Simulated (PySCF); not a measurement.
## Configurations of EuO

Unrestricted PBE0; PySCF, spin-free X2C with a Gaussian nucleus, basis sets Eu x2c-TZVPall, O x2c-TZVPall. The search starts from ions with several 4f fillings and holds each by maximum overlap.

The lowest solution has 2Ms+1 = 8, about 6.9 4f electrons, near 1.86 Å.

The lowest solution of each spin and filling, followed along the bond (rough minima from three points):

```tsv
2Ms+1	4f population	⟨S²⟩ at the start	R at minimum (Å)	Te (eV)
8	6.91	15.80	1.86	0.00
6	6.55	10.14	1.79	0.74
8	6.50	16.13	1.82	0.88
```

Solutions at the starting distance of 1.941 Å, counted from the lowest; the search is not exhaustive:

| 2Ms+1 | 4f population | E (eV) | ⟨S²⟩ | ⟨Lz²⟩ | μ (D) |
| --- | --- | --- | --- | --- | --- |
| 8 | 6.91 | 0.00 | 15.80 | 0.0 | -7.23 |
| 6 | 6.55 | 0.93 | 10.14 | 0.0 | -4.01 |
| 8 | 6.50 | 0.96 | 16.13 | 1.1 | -4.34 |
| 8 | 6.11 | 1.47 | 15.78 | 4.0 | -5.36 |
| 10 | 7.01 | 1.50 | 24.76 | 0.0 | -2.42 |
| 6 | 6.12 | 1.72 | 9.76 | 4.0 | -5.15 |
| 8 | 6.10 | 1.86 | 15.78 | 9.0 | -5.45 |
| 6 | 6.11 | 2.12 | 9.76 | 9.0 | -5.27 |
| 6 | 6.59 | 2.67 | 10.16 | 1.0 | -2.57 |
| 6 | 6.43 | 2.82 | 10.00 | 4.0 | -7.49 |
| 10 | 7.02 | 3.18 | 24.76 | 1.0 | -0.66 |

Partly filled real f orbitals mix terms, so no term symbols are given. A population far from a whole number shows f orbitals mixing with d and ligand orbitals, not a clean configuration. A positive dipole means Eu(−)O(+).

Spin–orbit coupling is left out. Counting both spins, an empty level lies below a filled one in some of these solutions, because spin and occupation are held. The state is the lowest single determinant that the PBE0 search found; with open d or f shells the true ground state can be another one.
